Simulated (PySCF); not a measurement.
# Structure from 2D NMR

Compound of formula C5H12OSi2. Correlations simulated from computed shifts and the bond graph:

HSQC (one-bond C–H):
```tsv
δH	δC
6.77	136.3
6.77	158.2
4.44	76.4
4.31	89.3
4.09	89.3
```

COSY cross peaks (H two or three bonds apart, from the bond graph; peaks can be absent where the dihedral angle is near 90°):
```tsv
δH	δH
6.77	4.26
6.77	4.31
6.77	4.09
4.31	4.09
```

HMBC (two and three bonds, from the bond graph):
```tsv
δH	δC
6.77	169.5, 76.4
6.77	89.3, 76.4
4.44	169.5, 158.2, 136.3
4.31	158.2
4.26	169.5, 136.3
4.20	169.5, 136.3, 76.4
4.09	158.2
```

Carbons without hydrogens: δ 169.5.

[PySCF: GFN2-xTB structure; shielding tensors at PBE0/pcSseg-1 (GIAO); fast rotation and ring inversion assumed for equivalent nuclei; in vacuum; non-relativistic Hamiltonian; single conformer]

Chemical shifts δ = σref − σ; TMS for ¹H (σ = 31.72 ppm) and ¹³C (σ = 186.93 ppm), all at this level.

Exchangeable hydrogens are left out of these lists.

**Question.** Which molecule is this?

**Answer.** SMILES C=COC/C([SiH3])=C/[SiH3].

Atoms are numbered as in `[CH2:1]=[CH:2][O:3][CH2:4]/[C:5]([SiH3:6])=[CH:7]/[SiH3:8]`; H(Xn) means a hydrogen on atom n. Ha(C1) is cis to O3; Hb(C1) is trans to O3.

- δC 169.5 is C5, a fully substituted alkene carbon.
- δC 158.2 is C2, an alkene carbon bearing oxygen (δH 6.77).
- δC 136.3 is C7, an alkene CH (δH 6.77).
- δC 89.3 is C1, a β carbon of an enol-ether or enamine type C=C (δH 4.09, 4.31).
- δC 76.4 is C4, an allylic sp3 CH2 bonded to O (δH 4.44).
- HMBC from δH 6.77 reaches the proton-free carbon C5.
- HMBC from δH 4.44 reaches the proton-free carbon C5.
- HMBC from δH 4.26 reaches the proton-free carbon C5.
- HMBC from δH 4.20 reaches the proton-free carbon C5.
- COSY links 6.77–4.26, 6.77–4.31, 6.77–4.09, 4.31–4.09.

The shifts were computed for this structure.

Shifts are as computed. Against solution values, carbons near 30 ppm lie about +3 ppm off and those near 130 ppm about +5 ppm. Of 1211 compounds with measured shifts, 218 miss one by over three times the rms of a fit or turn the order of signals round; such compounds aren't used in these exercises.
